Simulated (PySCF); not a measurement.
Species: C3H6BF.
Geometry (PBE0-D3(BJ)/def2-SVP, Å), atoms numbered from 1 in this order:
```xyz
11
C3H6BF angstrom
C     -2.0850    0.1519   -0.1512
C     -0.8720   -0.2792    0.2251
B      0.4391    0.3354   -0.3565
C      1.8758   -0.1117    0.0759
F      0.3072    1.2968   -1.2770
H     -2.1910    0.9547   -0.8891
H     -3.0135   -0.2667    0.2518
H     -0.8127   -1.0838    0.9685
H      2.0123   -1.1846   -0.1449
H      2.6791    0.4544   -0.4157
H      1.9891   -0.0187    1.1694
```

Computed with PBE0-D3(BJ)/def2-SVP geometry optimisation, gas phase (PySCF 2.14.0).

Take the most abundant isotopes and a rigid rotor. The values belong to one conformer with, in the numbering `[CH2:1]=[CH:2][B:3]([CH3:4])[F:5]`, C1–C2–B3–C4 179°.

Task: Give the principal moments of inertia and the rotational constants in MHz.

Result: Ia = 57.26, Ib = 139.53, Ic = 193.66 u·Å²; 505379 MHz·u·Å²/I gives A = 8826, B = 3622, C = 2610 MHz.

Task: Classify the top.

Result: An asymmetric top. Ray's parameter κ = (2B − A − C)/(A − C) = -0.674; −1 is the prolate and +1 the oblate limit.

Task: Is it planar, by Δ = Ic − Ia − Ib?

Result: Not planar: Δ = Ic − Ia − Ib = -3.12 u·Å². For a rigid frame Δ = −2 Σ m c², so Σ m c² = 1.56 u·Å² lies off the ab plane, practically all of it from hydrogen. The atom farthest from that plane is 0.89 Å away.

Task: Where do the levels up to J = 4 lie, in K?

Result: Above 0(0,0), as E/k:
J = 1: 1(0,1) 0.299, 1(1,1) 0.549, 1(1,0) 0.597
J = 2: 2(0,2) 0.891, 2(1,2) 1.098, 2(1,1) 1.244, 2(2,1) 1.993, 2(2,0) 2.000
J = 3: 3(0,3) 1.763, 3(1,3) 1.919, 3(1,2) 2.210, 3(2,2) 2.891, 3(2,1) 2.922, 3(3,1) 4.265, 3(3,0) 4.265
J = 4: 4(0,4) 2.901, 4(1,4) 3.007, 4(1,3) 3.489, 4(2,3) 4.082, 4(2,2) 4.172, 4(3,2) 5.472, 4(3,1) 5.476, 4(4,1) 7.380, 4(4,0) 7.380
The levels of one J sum to (2J + 1)J(J + 1)(A + B + C)/3.

Task: Predict some low-J microwave lines.

Result: The dipole components are |μa| = 0.43 D, |μb| = 1.21 D, |μc| = 0.00 D. Intensities carry the squares of the components, which stand as 0.13 : 1.00 : 0.00 (a : b : c). Some lines, for components of 0.1 D or more:

```
type  branch         J(Ka,Kc)    MHz  lower level (cm⁻¹)
   a       Q  4(2,2) ← 4(2,3)   1872               2.837
   a       Q  5(2,3) ← 5(2,4)   4041               3.866
   b       R  3(1,2) ← 2(2,1)   4513               1.385
   b       R  5(2,3) ← 4(3,2)   5931               3.803
   b       Q  2(1,1) ← 2(0,2)   7363               0.619
   b       Q  3(1,2) ← 3(0,3)   9312               1.225
   a       Q  4(1,3) ← 4(1,4)  10048               2.090
   b       Q  4(1,3) ← 4(0,4)  12252               2.016
   b       Q  5(1,4) ← 5(0,5)  16250               2.983
   a       R  3(0,3) ← 2(0,2)  18174               0.619
   b       Q  3(2,2) ← 3(1,3)  20247               1.334
   a       R  4(1,4) ← 3(1,3)  22664               1.334
   a       R  4(3,2) ← 3(3,1)  25164               2.964
   b       R  4(1,4) ← 3(0,3)  25912               1.225
   a       R  5(2,4) ← 4(2,3)  30861               2.837
   a       R  5(4,2) ← 4(4,1)  31455               5.130
   a       R  5(3,3) ← 4(3,2)  31513               3.803
   b       R  3(2,1) ← 2(1,2)  37999               0.763
   b       Q  5(4,1) ← 5(3,2)  39404               4.865
   b       Q  5(4,2) ← 5(3,3)  39701               4.855
   b       Q  5(5,0) ← 5(4,1)  51108               6.179
   b       R  5(3,2) ← 4(2,3)  60788               2.837
   b       R  4(4,1) ← 3(3,0)  64912               2.964
   b       R  5(4,2) ← 4(3,1)  71137               3.806
```

No frequency check. These are rigid-rotor constants of the computed structure; measured ground-state constants (B0) also hold zero-point vibration. A rigid rotor knows nothing of internal rotation, which can split or shift real lines. Quadrupole hyperfine structure (11B) is left out.

The run took 9.3 s on one thread, Arm Neoverse V2 (aarch64), shared host with 96 logical CPUs at a one-minute load of 51, and the process peaked at 0.46 GiB of memory. This is the geometry optimisation.
